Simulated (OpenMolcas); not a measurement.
Pd4+ (d6) among equal point charges was computed by CASSCF with the d shell active (OpenMolcas, ANO-RCC-VDZP on the metal). Its lowest spin-free states, and all those of the highest spin:

```tsv
2S+1	Degeneracy	E (cm-1)
5	1	0.0
5	2	4933
3	1	15061
3	2	15222
3	1	18341
5	1	19441
3	2	21327
3	1	21348
3	1	23156
3	2	23650
3	1	26539
3	1	26754
5	1	27280
```

Q: Is the site octahedral, tetrahedral or cube-like, axial, or of lower symmetry?

A: The states with 2S+1 = 5 have orbital degeneracies 1, 2, 1, 1. There are pairs but no triples, so the site is axial: not cubic, but with a proper or improper axis of order three or more. The run had Pd4+ among 4 point charges of -2.5 e arranged as a square (D4h), 1.96 Å from the ion.

Without dynamic correlation the repulsion within the d shell is too large (B by tens of per cent), so at a given field states of lower spin stand too high. Point charges give a weaker field than real ligands, and real ions of this kind are as a rule low spin; the high spin found here belongs to the model. This is an electrostatic model: the charges have no orbitals. No measured value stands beside these numbers.
